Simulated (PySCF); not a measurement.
## Computed structure and properties of [TbCl2]+

System: [TbCl2]+ (singlet in the valence; each metal's 4f electrons, 8 of them, lie in its core potential, out of spins and levels); start: template (C2v). Method: PySCF 2.14.0, RKS PBE0, Tb lcecp-1-SVP with ECP54, Cl def2-SVP; non-relativistic Hamiltonian with scalar-relativistic core potentials where named; density fitting; no spin-orbit coupling.

Input of the relaxation:

```python
mol = gto.M(atom='''
Tb     0.00000     0.00000    -0.32738
Cl     2.39380    -0.00000     0.74392
Cl    -2.39380     0.00000     0.74392''',
    basis={'Tb': 'lcecp-1-SVP', 'Cl': 'def2-SVP'},
    ecp={'Tb': 'lcecp-1-SVP'},
    charge=1, spin=0)
mf = dft.RKS(mol, xc='PBE0')
mf.grids.atom_grid = (50, 194)  # f atoms: unpruned, at least (60, 302)
mf = mf.density_fit()  # fitting sets: Tb AutoAux, Cl def2-universal-JKFIT
mf.conv_tol = 1e-08; mf.max_cycle = 55
mf.kernel(dm0)  # dm0: converged density of the start geometry
# quasi-Newton relaxation in Cartesian coordinates to a largest gradient under 0.00045 Eh/bohr, steps kept in the point group
```

Run from Python with OMP_NUM_THREADS=2; the lines above give its settings. Where DIIS fails, smearing, a level shift and second-order steps follow.
It took 12 s on 2 threads of Arm Neoverse V2, on a shared host, from the converged density of the start.

Course of the relaxation:

| step | energy above end (eV) | largest force component within the symmetry (eV/Å) |
| --- | --- | --- |
| 0 | 0.7401 | 2.337 |
| 1 | 0.2362 | 1.257 |
| 2 | 0.1016 | 0.865 |
| 3 | 0.0538 | 0.237 |
| 4 | 0.0204 | 0.358 |
| 5 | 0.0072 | 0.266 |
| 6 | 0.0002 | 0.058 |
| 7 | 0.0000 | 0.016 |
| 8 | 0.0000 | 0.000 |

Relaxed geometry (C2v):

```xyz
3

Tb    0.0000    0.0000   -0.5210
Cl    1.9565    0.0000    0.8407
Cl   -1.9565    0.0000    0.8407
```

| contact | Å |
| --- | --- |
| Tb1–Cl2 (Cl) | 2.384 |
| Tb1–Cl3 (Cl) | 2.384 |

On the finer grid (75, 302):

The HOMO is -13.80 eV and the LUMO is -8.08 eV. The dipole about the centre of mass is 6.50 D. The set of Mulliken populations of Tb1 outside the core potential is s 2.21, p 6.21, d 1.25, f 0.04 and the D3(BJ) dispersion energy (not in the energies) is -0.068 eV.

| atom | Mulliken (e) | Löwdin (e) | spin (e) |
| --- | --- | --- | --- |
| Tb1 | 1.29 | 0.70 | 0.00 |
| Cl2 | -0.15 | 0.15 | 0.00 |
| Cl3 | -0.15 | 0.15 | 0.00 |

The 4f levels lie in the core potential and are missing. Their spin isn't counted.

On the grid (50, 194), as all that follows. Harmonic modes: a minimum; lowest 83 cm⁻¹ (negative: unstable), highest 396 cm⁻¹, zero-point energy 0.054 eV.

Taking off one Cl (charge -1, singlet; the rest: singlet) in vacuum, both parts rigid, costs 14.82 eV; the small basis without counterpoise inflates it. Most of it is the attraction of opposite charges; other ways to part are cheaper, and one spin state was tried for the rest.

Rigid scan of Cl along the line from its metal:

```
distance to Cl2 (Å)  energy (eV)
               2.08        1.104
               2.18        0.427
               2.28        0.094
               2.38        0.000
               2.48        0.072
               2.58        0.256
               2.78        0.818
               3.08        1.842
               3.48        3.144
               3.98        4.401
```

One start shape was tried, so this needn't be the lowest isomer.

An lcecp potential fixes the number of 4f electrons, so in runs with it no electron can move into or out of that shell.
